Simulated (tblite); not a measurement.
Species: C₅H₄F₄S.
Numbering: `[F:1][C@@H:2]1[CH:3]=[C:4]([C:5]([F:6])([F:7])[F:8])[S:9][CH2:10]1` (hydrogens: H11 on C2; H12 on C3; H13, H14 on C10)

Computed geometry: GFN2-xTB, gas phase.

Question: List the bond lengths, angles and torsions at this level.

Answer: 
```tsv
bond	length (pm)
F1–C2	138.5
C2–C3	149.7
C3=C4	133.3
C4–C5	149.6
C5–F6, C5–F7, C5–F8	134.0
C4–S9	174.4
S9–C10	183.3
C2–C10	153.1
C2–H11	109.7
C3–H12	107.5
C10–H13	108.9
C10–H14	108.8
```

Bonds in one row agree within 1 pm and their mean is given. A selection of angles:
```tsv
angle	degrees
F1–C2–C3	109.6
F1–C2–C10	109.5
F1–C2–H11	104.9
C3–C2–C10	108.5
C3–C2–H11	112.2
C10–C2–H11	112.0
C2–C3–C4	114.7
C2–C3–H12	120.7
C4–C3–H12	124.5
C3–C4–C5	125.3
C3–C4–S9	116.4
C5–C4–S9	118.3
C4–C5–F6	111.8
F6–C5–F7	106.7
C4–S9–C10	91.1
S9–C10–H13	108.4
S9–C10–H14	107.5
C2–C10–S9	108.8
C2–C10–H13	110.4
C2–C10–H14	112.1
H13–C10–H14	109.6
```

Dihedral angles: F1–C2–C3–C4 -113° (anticlinal); C2–C3–C4–C5 178° (antiperiplanar); C3–C4–C5–F6 2° (synperiplanar); C3–C4–S9–C10 -2° (synperiplanar); C4–S9–C10–C2 5° (synperiplanar); F1–C2–C10–S9 112° (anticlinal).

The C–F distances run from 1.339 Å (C5–F7, drawn single) to 1.385 Å (F1–C2, drawn single), a spread of 0.046 Å. The 4 C–C bonds span 1.333 Å (C3=C4, drawn double) to 1.531 Å (C2–C10, drawn single), a spread of 0.198 Å. The 5-membered ring C2–C3–C4–S9–C10 has internal angles of 91.1° to 116.4°; it is slightly puckered (a soft mode that the optimisation may not have finished), 0.03 Å rms from its mean plane, widest ring torsion 8°. The C–S distances run from 1.744 Å (C4–S9, drawn single) to 1.833 Å (S9–C10, drawn single), a spread of 0.089 Å. S9 (sulfide sulfur) is bent (angle 91.1°). Of the pairs four or more bonds apart, F6···H12 is among the closest relative to their van der Waals radii: 2.54 Å, 95 % of the sum of Bondi's values.

Point group: C1 (no symmetry element, even within 0.4 Å). Its GFN2-xTB frequencies are all real (lowest 18 cm⁻¹). 2 starts were optimised and ended at 0.00 and 0.05 kcal/mol (GFN2-xTB); the lowest of these is shown.
